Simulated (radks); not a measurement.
Spherical quantum dot in the effective-mass picture: electrons in a parabolic well V = omega^2 r^2 / 2 with omega = 0.732, all in effective atomic units (hartree* = m*/eps^2 hartree, bohr* = eps/m* bohr), one dielectric constant everywhere. Calculated with a radial shooting solver with Libxc functionals: non-relativistic Kohn-Sham, PBEsol, spin-polarised, spherical densities. Levels are named by radial order and angular momentum (1s, 1p, 1d, 2s, ...), and open shells are averaged over m. Results are scaled to m* = 0.597 and eps = 17.1, for which hartree* = 55.56 meV and bohr* = 1.516 nm. Each electron was tried in the lowest free levels, single moves between levels near the top were tried too, and the lowest total energy was kept; such a search can miss a lower state. The series stops at N = 36: beyond it a trial failed or the search could not be trusted, so later rows were left out. At N = 1 the Hartree and exchange-correlation terms need not cancel, so that row can carry a self-interaction error.

N,open shells,2S,E (meV),mu = E(N) - E(N-1) (meV),addition energy mu(N+1) - mu(N) (meV),e(HOMO) (meV),rms radius (nm)
1,"1s(up 1, down 0)",1,61.7937,61.794,34.15,75.217,2.181
2,none,0,157.734,95.940,57.96,108.51,2.339
3,"1p(up 1, down 0)",1,311.639,153.90,21.79,164.69,2.644
4,"1p(up 2, down 0)",2,487.329,175.69,21.94,186.70,2.826
5,"1p(up 3, down 0)",3,684.965,197.64,27.50,208.51,2.962
6,"1p(up 3, down 1)",2,910.103,225.14,19.60,234.85,3.084
7,"1p(up 3, down 2)",1,1154.84,244.74,19.80,254.65,3.188
8,none,0,1419.38,264.54,45.75,274.39,3.281
9,"1d(up 1, down 0)",1,1729.67,310.28,17.47,319.03,3.406
10,"1d(up 2, down 0)",2,2057.42,327.76,17.38,336.47,3.514
11,"1d(up 3, down 0)",3,2402.56,345.14,17.23,353.78,3.610
12,"1d(up 4, down 0)",4,2764.93,362.37,17.05,370.93,3.697
13,"1d(up 5, down 0)",5,3144.35,379.42,21.47,387.87,3.777
14,"1d(up 5, down 1)",4,3545.24,400.89,16.01,408.90,3.854
15,"1d(up 5, down 2)",3,3962.14,416.90,15.97,424.90,3.925
16,"1d(up 5, down 3)",2,4395.02,432.88,15.88,440.84,3.993
17,"1d(up 5, down 4)",1,4843.77,448.76,15.75,456.66,4.057
18,none,0,5308.28,464.51,19.82,472.34,4.119
19,"2s(up 1, down 0)",1,5792.61,484.33,17.99,492.25,4.179
20,none,0,6294.93,502.32,30.21,510.06,4.238
21,"1f(up 1, down 0)",1,6827.45,532.53,14.34,539.71,4.304
22,"1f(up 2, down 0)",2,7374.32,546.87,14.26,554.01,4.366
23,"1f(up 3, down 0)",3,7935.45,561.12,14.16,568.22,4.426
24,"1f(up 4, down 0)",4,8510.73,575.29,14.07,582.34,4.483
25,"1f(up 5, down 0)",5,9100.08,589.35,13.97,596.35,4.537
26,"1f(up 6, down 0)",6,9703.40,603.32,13.87,610.27,4.590
27,"1f(up 7, down 0)",7,10320.6,617.18,17.26,624.08,4.641
28,"1f(up 7, down 1)",6,10955.0,634.45,13.41,641.16,4.691
29,"1f(up 7, down 2)",5,11602.9,647.86,13.35,654.54,4.740
30,"1f(up 7, down 3)",4,12264.1,661.20,13.28,667.85,4.787
31,"1f(up 7, down 4)",3,12938.6,674.48,13.21,681.10,4.832
32,"1f(up 7, down 5)",2,13626.3,687.69,13.13,694.27,4.877
33,"1f(up 7, down 6)",1,14327.1,700.82,13.05,707.36,4.920
34,none,0,15041.0,713.87,18.91,720.37,4.963
35,"2p(up 1, down 0)",1,15773.7,732.79,13.03,739.30,5.005
36,"2p(up 2, down 0)",2,16519.6,745.82,-,752.33,5.047

All shells are closed at N = 2, 8, 18, 20, 34 (there: 1s2 1p6 1d10 2s2 1f14); the second difference of the energy has clear peaks (12 % above both neighbours; the first and last values, which can be the largest, are not judged, and half-filled shells can peak too) at N = 2, 5, 8, 13, 20, 27, 34.
